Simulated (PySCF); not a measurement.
Input file for PySCF: R-M06-2X/def2-TZVPP on H2INSn (SMILES [NH2][Sn][I]), a point of a torsion scan. Elements past Kr take the def2 small-core potentials; no spin–orbit coupling.

```python
from pyscf import gto, dft

mol = gto.M(
    atom='''
    N    -0.84592588    0.02328724    0.05831172
    Sn    0.91186163    0.96891286   -0.42019183
    I    -0.04567046    3.51382604   -0.46310025
    H    -1.09271048   -0.91745435   -0.21555200
    H    -1.71573391    0.48328501    0.29506600
    ''',
    basis='def2-tzvpp',
    ecp={'I': 'def2-tzvpp', 'Sn': 'def2-tzvpp'},
    charge=0, spin=0, verbose=4, max_memory=1800)
mf = dft.RKS(mol, xc='m062x').density_fit(auxbasis='def2-universal-jkfit')
mf.grids.level = 4
mf.conv_tol = 1e-9
mf.max_cycle = 150
mf.kernel()
mf.dip_moment()
```

### Question
Give the final energy of this run.

### Answer
-567.8986 hartree.
